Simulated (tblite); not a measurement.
C5H9OP.
Structure used (GFN2-xTB), in Å, numbered top down from 1:
```
atom  x, y, z in Å
C1     2.737   -0.480    0.665
C2     1.511   -0.607    0.189
P3     0.236    0.561    0.727
O4     0.681    1.581    1.680
C5    -1.328   -0.404    1.002
C6    -1.729   -0.168   -0.467
C7    -0.779    1.007   -0.763
H8     2.958    0.313    1.363
H9     3.547   -1.136    0.389
H10    1.226   -1.377   -0.513
H11   -1.964    0.147    1.695
H12   -1.270   -1.441    1.321
H13   -1.480   -1.033   -1.081
H14   -2.784    0.061   -0.612
H15   -0.317    1.011   -1.747
H16   -1.253    1.974   -0.589
```

Computed values, GFN2-xTB/tblite, gas phase, harmonic and unscaled. This tight-binding method is rough: wavenumbers can miss measured ones by several per cent, in bad cases by 10 to 20. One conformer, not necessarily the lowest.

Harmonic wavenumbers (cm⁻¹): 84.1, 110.1, 186.2, 188.1, 268.2, 311.2, 378.1, 538.4, 548.8, 649.0, 697.7, 733.0, 753.4, 833.0, 907.0, 909.2, 967.4, 975.0, 993.2, 1009.9, 1027.2, 1128.0, 1166.8, 1183.4, 1203.5, 1223.4, 1271.4, 1284.2, 1376.2, 1430.7, 1433.3, 1490.1, 1658.4, 2979.6, 2982.0, 2996.7, 3004.1, 3008.4, 3012.0, 3063.7, 3082.3, 3113.0.

A = 3777, B = 1778, C = 1543 MHz; mass 116.039 u (most abundant isotopes); point group Cs, symmetry number 1.

Task: Zero-point energy?

Result: ½Σν̃ = 28080 cm⁻¹ = 335.91 kJ/mol.

Task: Give the ideal-gas entropy at 273.15 K and 1 bar in the rigid-rotor, harmonic-oscillator model (classical rotation).

Result: Translation 166.32, rotation 115.35, vibration 72.11: S = 353.8 J/(mol K).

Task: And Cp and H(273.15 K) − H(0)?

Result: Cp = 121.75 J/(mol K), of which vibrations give 88.49 (their classical limit is 42 R = 349.2); H(273.15 K) − H(0) = 20.35 kJ/mol without the zero-point energy, 11.27 from vibrations.

Task: Which modes carry the vibrational entropy at 273.15 K?

Result: 84.1 cm⁻¹: 15.15; 110.1 cm⁻¹: 12.96; 186.2 cm⁻¹: 8.80; 188.1 cm⁻¹: 8.72; 268.2 cm⁻¹: 6.10; 311.2 cm⁻¹: 5.08 J/(mol K); the other 36 give 15.29 together.

Task: Blend soft modes into free rotors: weight 1/[1 + (100 cm⁻¹/ν̃)⁴] for the oscillator and the rest for a rotor with moment μB/(μ + B), μ = h/(8π²ν), B = 10⁻⁴⁴ kg m². What vibrational entropy results?

Result: 69.59 J/(mol K) in place of 72.11, which changes −T·S at 273.15 K by +0.69 kJ/mol.

Task: What must be added to the electronic energy to get the Gibbs energy at 273.15 K and 1 bar?

Result: ZPE + [H(273.15 K) − H(0)] − T·S = 335.91 + 20.35 − 96.64 = 259.62 kJ/mol.

Hindered rotation and anharmonicity are outside this model. Other conformers, if any are populated, would add a mixing term that is left out.
